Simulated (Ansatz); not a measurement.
Compare A (`B[SiH](C)N=C`) with its isomer B (`C=NB(C)[SiH3]`).

Computed with Ansatz on PBE0-D4/def2-TZVP structures; ΔE is electronic, products minus reactants. CCSD(T)/CBS adds triple-zeta CCSD(T) − MP2 to the extrapolated MP2 energy (def2 sets, frozen cores). DFT in def2-TZVPP. B3LYP here is the variant with VWN-RPA as its local correlation; programs differ in this. One conformer a species, not always the lowest.

Task: Which isomer does CCSD(T)/CBS put lower? Give the gap. (Best estimate.)

Result: The calculation gave: B, by 23.4 kcal/mol.

Task: Give E(B) − E(A) in kcal/mol with MP2/def2-TZVPP, PBE0-D4, B2PLYP, PBE-D4, r2SCAN-D4, B3LYP, B3LYP-D4. (Best estimate.)

Result: Computed: MP2/def2-TZVPP -23.6, PBE0-D4 -27.9, B2PLYP -25.3, PBE-D4 -30.9, r2SCAN-D4 -28.2, B3LYP -27.1, B3LYP-D4 -26.8. None reverses the order clearly.

Largest T1 diagnostic: 0.015.

In def2-TZVPP, CCSD(T) changes the Hartree–Fock value by −6.6 kcal/mol (the triples alone add −1.2 kcal/mol) and MP2 by −6.4 kcal/mol. From PBE to PBE0 (25 % exact exchange), in def2-TZVPP and without D4, E(B) − E(A) moves by +3.0 kcal/mol.
